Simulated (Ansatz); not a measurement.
Clusters of 3 atoms, alloy: r2SCAN-D4/def2-TZVPD single points in Ansatz on relaxed structures, gas phase. Each cluster is the lowest isomer that a short search found in that spin, judged at the geometry's level, and lower ones may exist. Core potentials for Ag, Au, Pd, Pt, Sn, Te, no spin–orbit coupling. HOMO and LUMO are taken over both spins. Binding counts from free atoms in the multiplicity of their measured ground term, without zero-point energy. Singlets are spin-restricted. A dash marks a value that wasn't run or was left out as unsound. The structures are stationary points that may keep the symmetry of their start. Remarks come from the PBE and PBE0 runs and from stability tests at other levels; not every state was tested. A HOMO above zero means that the electron is unbound at that level and held by the basis, or that self-interaction error raises the level; the energy of removing that electron tells which. HOMO above LUMO (over both spins in singlets and doublets, within one spin in higher multiplets; at PBE or PBE0), or a gap under 0.15 eV within one spin, warns that the state may not be the lowest or that an electron is smeared out.

| species | atoms | state | geometry | HOMO (eV) | LUMO (eV) | gap (eV) | binding per atom (eV) | lowest of the spins relaxed | point group (within 0.1 Å) | remarks |
| --- | --- | --- | --- | --- | --- | --- | --- | --- | --- | --- |
| PdAu2 | 3 | singlet | PBE-D4/def2-TZVP | -4.85 | -3.90 | 0.94 | 1.51 | – | C2v | gap within one spin near zero at PBE or PBE0 (triplet) |
| AgPd2⁻ | 3 | singlet | r2SCAN-D4/def2-TZVPD | 1.10 | – | – | – | singlet, of singlet/triplet/quintet | – | HOMO above zero at PBE or PBE0, restricted, untested, HOMO above zero (triplet), HOMO above zero (quintet) |
| SiPt2 | 3 | singlet | PBE0-D4/def2-TZVP | -5.64 | -3.46 | 2.18 | 3.31 | – | D∞h | gap within one spin near zero at PBE or PBE0 (quintet) |
| Cu2Pt | 3 | singlet | r2SCAN-D4/def2-TZVP | -4.22 | -3.16 | 1.06 | 1.74 | – | C2v | gap within one spin near zero at PBE or PBE0 (triplet), HOMO above LUMO (triplet) |
| AgSe2 | 3 | doublet | B3LYP-D4/def2-TZVP | -5.11 | -4.11 | 1.00 | 1.76 | – | Cs | – |
| Si2Au | 3 | doublet | PBE-D4/def2-TZVP | -4.92 | -4.28 | 0.64 | 2.32 | – | C2v | gap within one spin near zero at PBE or PBE0 (quartet) |
| SnAu2 | 3 | singlet | B3LYP-D4/def2-TZVP | -5.91 | -3.80 | 2.11 | 1.92 | – | C2v | – |
| Al2Ni⁻ | 3 | doublet | r2SCAN-D4/def2-TZVPD | 0.63 | – | – | – | doublet, of doublet/quartet | C2v | quartet 0.10 eV lower at PBE0-D4/def2-TZVPD (not tabulated), HOMO above zero at PBE or PBE0, spin-contaminated (⟨S²⟩ up to 1.40), HOMO above zero (quartet) |
| Cu2Te⁻ | 3 | doublet | PBE0-D4/def2-TZVPD | 0.40 | – | – | – | doublet, of doublet/quartet | C2v | HOMO above zero at PBE or PBE0, HOMO above zero (quartet) |

The gap (eV) runs from 0.64 (Si2Au) to 2.18 (SiPt2).
